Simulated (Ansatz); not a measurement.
C₃H₆F₂Ge (SMILES C=[CH][Ge]([CH3])([F])[F]), singlet, at a GFN2-xTB geometry; CAM-B3LYP/def2-TZVPD run with Ansatz (an electronic-structure program).

The Ansatz input:
Ansatz 0.2 input:
```yaml
crystal:
  periodic: [false, false, false]
  atoms:
    - {symbol: C, position_ang: [2.34227457, -1.32472769, 0.29047265]}
    - {symbol: C, position_ang: [1.73625268, -0.15490106, 0.20743227]}
    - {symbol: Ge, position_ang: [-0.20750523, 0.08895208, -0.02412668]}
    - {symbol: C, position_ang: [-1.63386880, -1.28448362, -0.14246900]}
    - {symbol: F, position_ang: [-0.69744532, 1.22222145, 1.23140024]}
    - {symbol: F, position_ang: [-0.39473063, 1.13387108, -1.42938193]}
    - {symbol: H, position_ang: [1.80338473, -2.25734222, 0.23651136]}
    - {symbol: H, position_ang: [3.41197637, -1.40130414, 0.41669123]}
    - {symbol: H, position_ang: [2.29503962, 0.76982021, 0.26393583]}
    - {symbol: H, position_ang: [-2.58433906, -0.76777807, -0.24559203]}
    - {symbol: H, position_ang: [-1.47430107, -1.91951825, -1.00754795]}
    - {symbol: H, position_ang: [-1.64996037, -1.89050250, 0.75727478]}
basis:
  gaussian:
    orbitals: def2-TZVPD
hamiltonian:
  xc: cam_b3lyp
```

It wrote (shortened):

```
Functional definition: CAM-B3LYP
1636 factors; their error is unknown
614 factors; integrals over basis functions are off by at most 3.4e-5 eV
mean field evaluation 1: about -65157.0251 eV, gradient 7.4e1 eV
mean field evaluation 2: about -65155.4341 eV, gradient 8.8e1 eV
mean field evaluation 4: about -65166.6579 eV, gradient 2.3e0 eV
mean field evaluation 8: about -65166.8287 eV, gradient 6.1e-2 eV
mean field evaluation 16: about -65166.8287 eV, gradient 4.1e-5 eV
mean field -65166.82869308 eV, -2394.8367828077 hartree, gradient 4.1e-5 eV, S^2 0.000000; 0 other end points of the search recorded, 0 dependent functions left out
reference -65166.82885815 eV, -2394.8367888738 hartree; 37, 37 occupied and 262, 262 virtual orbitals, 1636 factors
Total energy: -65166.82885815 eV, -2394.8367888738 hartree
```
